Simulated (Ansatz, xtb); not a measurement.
## C5H5NOS: which of two isomers lies lower

Structure I is `Cc1cnc(C=O)s1`, a singlet and structure II is `Cc1nc(C=O)cs1`, a singlet. Both are isolated molecules in the gas phase, relaxed with PBE0-D3(BJ)/def2-SVP; the shapes shown needn't be the lowest conformers.

I (Å):

| atom | x (Å) | y (Å) | z (Å) |
| --- | --- | --- | --- |
| C | -1.1574 | -2.4638 | -0.7135 |
| C | -1.2300 | -1.4063 | 0.3316 |
| C | -1.1957 | -1.5606 | 1.7033 |
| C | -1.3794 | 0.6194 | 1.6605 |
| C | -1.4882 | 2.0024 | 2.1416 |
| N | -1.2796 | -0.4256 | 2.4350 |
| O | -1.5798 | 2.9615 | 1.4173 |
| S | -1.3765 | 0.2678 | -0.0421 |
| H | -2.0568 | -2.4695 | -1.3487 |
| H | -1.0692 | -3.4508 | -0.2392 |
| H | -0.2875 | -2.3233 | -1.3737 |
| H | -1.1067 | -2.5287 | 2.2014 |
| H | -1.4776 | 2.0758 | 3.2557 |

II (Å):

```yaml
atoms:
  - { symbol: C, position_ang: [-1.1598, -2.3222, -0.9579] }
  - { symbol: C, position_ang: [-1.4390, -1.4189, 0.1920] }
  - { symbol: C, position_ang: [-1.1799, 0.1838, 1.6847] }
  - { symbol: C, position_ang: [-0.4389, 1.2930, 2.3136] }
  - { symbol: C, position_ang: [-2.4102, -0.2586, 2.1081] }
  - { symbol: N, position_ang: [-0.6519, -0.4790, 0.6096] }
  - { symbol: O, position_ang: [-0.8398, 1.9220, 3.2609] }
  - { symbol: S, position_ang: [-2.9226, -1.5524, 1.1215] }
  - { symbol: H, position_ang: [-1.1429, -3.3780, -0.6476] }
  - { symbol: H, position_ang: [-1.9188, -2.2161, -1.7480] }
  - { symbol: H, position_ang: [-0.1785, -2.0580, -1.3716] }
  - { symbol: H, position_ang: [0.5443, 1.5048, 1.8260] }
  - { symbol: H, position_ang: [-2.9966, 0.1305, 2.9390] }
```

Q: Which of the two would you expect CCSD(T)/def2-SVP + ΔMP2/def2-TZVPP electronic energies to favour?

A: CCSD(T)/def2-SVP + ΔMP2/def2-TZVPP gives E(II) − E(I) = −1.66 kcal/mol, slightly favouring structure II, which is too small a margin to settle the true order.

How the difference moves with the method:

```csv
level,geometry,E(II) − E(I) (kcal/mol),departure from the last row (kcal/mol),"job, with rough time for the two"
GFN2-xTB,GFN2-xTB,−2.11,−0.45,"optimisation, 0.42 s"
HF/STO-3G,GFN2-xTB,−2.31,−0.65,"single point, 2 s"
r2SCAN-D4/def2-SVP,GFN2-xTB,−0.66,+1.00,"single point, 13 s"
PBE0-D3(BJ)/def2-SVP,PBE0-D3(BJ)/def2-SVP,−1.28,+0.38,"optimisation, 2.1 min"
HF/def2-SVP,PBE0-D3(BJ)/def2-SVP,−3.35,−1.69,part of the CCSD(T) run
MP2/def2-SVP,PBE0-D3(BJ)/def2-SVP,−0.74,+0.92,part of the CCSD(T) run
CCSD(T)/def2-SVP,PBE0-D3(BJ)/def2-SVP,−1.68,−0.01,single point
CCSD(T)/def2-SVP + ΔMP2/def2-TZVPP,PBE0-D3(BJ)/def2-SVP,−1.66,,"single point, 4 min"
```

As drawn, both hold the same kinds of bond in the same numbers.

The largest departure from CCSD(T)/def2-SVP + ΔMP2/def2-TZVPP is that of HF/def2-SVP, 1.69 kcal/mol. The last row adds to CCSD(T) the change of the MP2 difference between the two basis sets, here +0.01 kcal/mol.

With thermal terms from frequencies at re-optimised GFN2-xTB minima (ideal gas, soft modes damped towards free rotors, one conformer each, 298.15 K, 1 atm): the zero-point term adds −0.09 kcal/mol; ΔH is −1.76 and ΔG −1.73 kcal/mol.

The correlated steps freeze 12 core orbitals. Programs: Ansatz 0.2.0, xtb 6.7.1; the last row on 2 threads of Intel(R) Xeon(R) Processor @ 2.50GHz (Skylake/Cascade Lake) on a shared host.
